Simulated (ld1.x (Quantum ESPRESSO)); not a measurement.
## Pseudopotential generation for silver: TM, LDA (PZ), fully relativistic.

| Property | Result |
| --- | --- |
| Element | Ag |
| Generator | ld1.x (Quantum ESPRESSO) 7.5 |
| Type | norm-conserving Troullier–Martins (Kleinman–Bylander form) |
| Functional | LDA (PZ) |
| Relativity | fully relativistic |
| Frozen core | [Ar] 3d10 4s2 |
| Valence charge | 17 |
| Reference configuration | 4p6 4d10 5s1 5p0 |
| Partial waves | 4p (bound): rc 1.40 bohr; 4d (bound): rc 1.75 bohr; 5s (bound): rc 1.80 bohr |
| Local potential | the s channel |
| Core correction | none |

Open shells are filled in proportion to 2j + 1 (rel_dist='average').

All-electron outer shells of the reference configuration (LDA (PZ), scalar-relativistic, ld1.x):

| shell | level (eV) | outermost node (bohr) | outermost maximum (bohr) |
| --- | --- | --- | --- |
| 3d | -358.91 | – | 0.27 |
| 4s | -95.08 | 0.44 | 0.82 |
| 4p | -58.67 | 0.44 | 0.87 |
| 4d | -7.66 | 0.43 | 1.04 |
| 5s | -4.72 | 1.11 | 2.49 |
| 5p | -0.85 | 1.25 | 3.67 |

Results:

```
Cutoffs needed           : 70 Ry and 120 Ry (the cutoffs (Ry, on a coarse ladder) from which the occupation-weighted sum of valence levels, in a spherical-Bessel basis at the reference potential, stays within 10 and 1 mRy of its value at 400 Ry)
Ghost test               : no extra level below or beside the all-electron valence levels (p1/2, p3/2, d3/2, d5/2, s, f tested) (spherical-Bessel basis up to 400 Ry, 20 bohr box)
Largest excitation error : -685 meV (all-electron minus pseudo) for 4p6 4d9 5s1 5p1, out of 7 test configurations
```

Generation and tests took about 1.5 s on one core of a shared server CPU.
